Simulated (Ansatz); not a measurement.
`[I][SnH]([I])[I]`, relaxed with RKS PBE0-D4/def2-TZVP in Ansatz 0.2.0 from a PBE-D4/def2-SVP geometry. The force threshold is 0.005 eV/Å; the program also tests the step.

The species carries charge 0 and has multiplicity 1. I, Sn takes the def2 core potential.

Start:

```xyz
5

I     1.431   -2.148    0.591
Sn    0.040    0.135    0.147
I     0.754    1.161   -2.257
I    -2.610   -0.426    0.123
H     0.385    1.278    1.396
```

Task: How much energy does the relaxation release, and in how many steps? (Best estimate.)

Result: Computed: 3.40 kJ/mol, in 3 steps.

Task: Which bonds change most? (Estimate.)

Result: The calculation gave: Sn2–I3 from 2.710 to 2.665 Å; I1–Sn2 from 2.710 to 2.665 Å; Sn2–I4 from 2.709 to 2.665 Å; Sn2–H5 from 1.727 to 1.701 Å.

Task: Give the relaxed structure. (Best estimate.)

Result: Ansatz gave: 
```xyz
5

I     1.405   -2.114    0.576
Sn    0.041    0.136    0.148
I     0.741    1.138   -2.220
I    -2.565   -0.422    0.118
H     0.379    1.262    1.378
```
